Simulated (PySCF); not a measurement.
C₃H₆Cl, charge +1, multiplicity 1. Atoms are numbered in the order given.

```xyz
10

C     -0.0154    -1.2827    -1.0552
C      0.0000     0.0000    -0.3508
C      0.0154     1.2827    -1.0552
Cl     0.0000     0.0000     1.3108
H      1.0556    -1.5193    -1.2561
H     -0.4927    -1.1912    -2.0435
H     -0.4263    -2.1075    -0.4581
H     -1.0556     1.5193    -1.2561
H      0.4263     2.1075    -0.4581
H      0.4927     1.1912    -2.0435
```
Charge +1, spin multiplicity 1.

Coordinates come from a B3LYP-D3(BJ)/def2-SVP optimisation. The spin state was assumed, not searched. The isomer is the one that the SMILES or the coordinates give; other isomers of the formula were not compared.

Method: TDA-CAM-B3LYP/def2-SVPD run with PySCF.

Vertical excitations.  State labels are in the subgroup C2.

```json
[
 {"state": "S1", "symmetry": "A", "energy (eV)": "4.35", "λ (nm)": "285", "f": "0.000", "main pairs": "HOMO→LUMO 99 %"},
 {"state": "S2", "symmetry": "A", "energy (eV)": "6.15", "λ (nm)": "202", "f": "0.000", "main pairs": "HOMO−2→LUMO 96 %"},
 {"state": "S3", "symmetry": "B", "energy (eV)": "6.39", "λ (nm)": "194", "f": "0.002", "main pairs": "HOMO−4→LUMO 52 %, HOMO−3→LUMO 46 %"},
 {"state": "S4", "symmetry": "A", "energy (eV)": "6.49", "λ (nm)": "191", "f": "0.260", "main pairs": "HOMO−1→LUMO 93 %"},
 {"state": "S5", "symmetry": "B", "energy (eV)": "7.28", "λ (nm)": "170", "f": "0.260", "main pairs": "HOMO−3→LUMO 52 %, HOMO−4→LUMO 46 %"},
 {"state": "S6", "symmetry": "A", "energy (eV)": "8.24", "λ (nm)": "150", "f": "0.000", "main pairs": "HOMO−6→LUMO 73 %, HOMO−5→LUMO 24 %"},
 {"state": "S7", "symmetry": "B", "energy (eV)": "8.83", "λ (nm)": "140", "f": "0.000", "main pairs": "HOMO→LUMO+1 90 %"},
 {"state": "S8", "symmetry": "B", "energy (eV)": "8.90", "λ (nm)": "139", "f": "0.002", "main pairs": "HOMO−7→LUMO 93 %"},
 {"state": "S9", "symmetry": "A", "energy (eV)": "9.42", "λ (nm)": "132", "f": "0.020", "main pairs": "HOMO−5→LUMO 69 %, HOMO−6→LUMO 23 %"},
 {"state": "S10", "symmetry": "B", "energy (eV)": "9.72", "λ (nm)": "128", "f": "0.000", "main pairs": "HOMO−1→LUMO+1 91 %"},
 {"state": "T1", "symmetry": "A", "energy (eV)": "4.01", "λ (nm)": "309", "f": "0", "main pairs": "HOMO→LUMO 98 %"},
 {"state": "T2", "symmetry": "A", "energy (eV)": "4.69", "λ (nm)": "264", "f": "0", "main pairs": "HOMO−1→LUMO 98 %"},
 {"state": "T3", "symmetry": "A", "energy (eV)": "5.81", "λ (nm)": "214", "f": "0", "main pairs": "HOMO−2→LUMO 93 %"},
 {"state": "T4", "symmetry": "B", "energy (eV)": "5.88", "λ (nm)": "211", "f": "0", "main pairs": "HOMO−3→LUMO 81 %, HOMO−4→LUMO 15 %"}
]
```
Triplets are in the Tamm–Dancoff approximation.
